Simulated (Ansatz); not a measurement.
The same path of CH$_{2}$OSSi (6 atoms, charge 0, multiplicity 1) was run twice with different band settings. Lost on the way: Si1–H5. Made: Si1–S4, C2–H5.

Theory: RKS B3LYP-D4/def2-SVP in Ansatz 0.2.0.

Relaxed end points:

```xyz
6
Properties=species:S:1:pos:R:3
Si 0.377 1.026 -0.380
C -0.016 -0.599 0.258
O 0.139 -1.349 1.320
S -0.120 -2.295 -0.218
H -0.408 1.178 -1.636
H 0.027 2.039 0.656
```

```xyz
6
Properties=species:S:1:pos:R:3
Si 0.928 1.182 -0.227
C -0.535 -0.075 -0.429
O -0.796 -0.830 0.698
S 0.804 -1.243 0.006
H -1.122 -0.337 -1.324
H 0.722 1.302 1.277
```

Common settings: movable images 9; climbing image yes; spring 5.0 eV/Å²; start path through a guess of the saddle point; force threshold 0.03 eV/Å; iteration limit 60; end points relaxed.

| run | optimiser |
| --- | --- |
| 1 | quadratic models (default) |
| 2 | fire |

(1) What does each run give, and how far can it be trusted?

Results:

(1) Run 1: converged after 14 iterations, highest image 0.624 eV above the first end. A vibrational analysis at the climbing image gives one clearly imaginary mode, 680i cm⁻¹: a first-order saddle point.
Run 2: converged after 49 iterations, highest image 0.624 eV above the first end. Another band between the same ends (9 images) ends at a top of the same energy, where a vibrational analysis finds 1 clearly imaginary mode.
The orbitals stay closed-shell, which can raise the energy where a bond breaks towards radicals; this wasn't checked here.
